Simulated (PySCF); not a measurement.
Peak assignment

Bonds (- single, = double, # triple, : aromatic): C1=C2, C2-C3, C2-C4, C4=O5, C4-C6, C6=O7, C6-Si8, Si8-Si9, Si9-P10. C1 carries H11, H12; C3 carries H13, H14, H15; Si8 carries H16, H17; Si9 carries H18, H19; P10 carries H20, H21. H12 is cis to C3; H11 is trans to C3.

[PySCF: GIAO PBE0/pcSseg-1 shieldings; geometry from GFN2-xTB; one computed conformer; no relativistic terms; in vacuum; fast rotation and ring inversion assumed for equivalent nuclei]

References, each an isolated molecule treated in the same way: TMS for 13C, 1H.

Problem. Assign these signals to the numbered atoms. 13C{1H} NMR (computed): δ 259.5, 199.9, 144.5, 142.1, 23.2.

Solution. 
```tsv
δ (ppm)	atoms	environment	reason
259.5	C6	carbonyl carbon	–
199.9	C4	ketone carbonyl carbon	the double bond to the heteroatom, with no lone-pair donor beside it, deshields it most
144.5	C2	α carbon of a C=C–C=O unit	an sp2 carbon of a C=C bond
142.1	C1	β carbon of a C=C–C=O unit	conjugation with the carbonyl draws π density from the β position
23.2	C3	allylic methyl carbon	saturated and bonded to C and H only
```

Problem. Assign these signals to the numbered atoms. 1H NMR (400 MHz, computed): δ 7.12 (br s, 1H), 6.20 (br s, 1H), 5.04 (m, 2H), 4.12 (m, 2H), 2.12 (s, 3H), 1.06 (m, 2H).

Solution. 
```tsv
δ (ppm)	atoms	environment	reason
7.12	H11	hydrogen on a β carbon of a C=C–C=O unit	olefinic region
6.20	H12	hydrogen on a β carbon of a C=C–C=O unit	–
5.04	H18/H19	hydrogen on a silicon bonded to P, Si	–
4.12	H16/H17	hydrogen on a silicon bonded to C, Si	–
2.12	H13/H14/H15	hydrogen on an allylic methyl carbon	allylic position
1.06	H20/H21	hydrogen on a phosphorus bonded to Si	–
```

Splittings by 31P in the carbon and heteronuclear signals aren't shown, as no couplings were computed. Shifts are as computed. Against solution values, carbons near 30 ppm lie about +3 ppm off and those near 130 ppm about +5 ppm. Of 1211 compounds with measured shifts, 218 miss one by over three times the rms of a fit or turn the order of signals round; such compounds aren't used in these exercises. Multiplicities follow the n + 1 count of equivalent neighbours, as no J values were calculated; m marks all less simple cases, F and P coupling included.
